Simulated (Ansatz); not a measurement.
MnF₃, relaxed as a triplet with UKS r2SCAN-D4/def2-TZVP in Ansatz, starting from the r2SCAN-D4/def2-TZVP geometry of the neutral quintet. Force threshold 0.02 eV/Å.

The charge 0 triplet is spin-contaminated (final ⟨S²⟩ up to 3.00, 2.00 for a pure state). At r2SCAN-D4/def2-TZVP a quintet of charge 0 lies 1.28 eV below the triplet, each at its own geometry.

Start:

```xyz
4

Mn    0.0251   -0.0844    0.1738
F    -0.1962    0.6612   -1.3623
F    -1.3338    0.4264    1.1455
F     1.5050   -1.0033    0.0430
```

(1) Estimate the energy that the relaxation releases and the steps that it takes.

(2) Does the start keep its bonding and symmetry?

(3) Predict the relaxed structure.

Results:

(1) 0.1 kcal/mol, in 4 steps; 29 s on 2 threads of Intel Xeon 6975P-C on a shared host. No frequencies were taken in this run, so the end may be a saddle point.

(2) By distances, no bond broke or formed. The bond that changes most is Mn1–F2, from 1.72 to 1.71 Å (atoms count from 1). Point group C2v at the start, C2v at the end, both within 0.05 Å.

(3) 
Cartesian coordinates in Å:
```
Mn 0.0242 -0.0815 0.1680
F -0.1957 0.6596 -1.3591
F -1.3252 0.4216 1.1435
F 1.4967 -0.9996 0.0476
```
Bond lengths: 3 × F–Mn 1.71 to 1.74 Å.
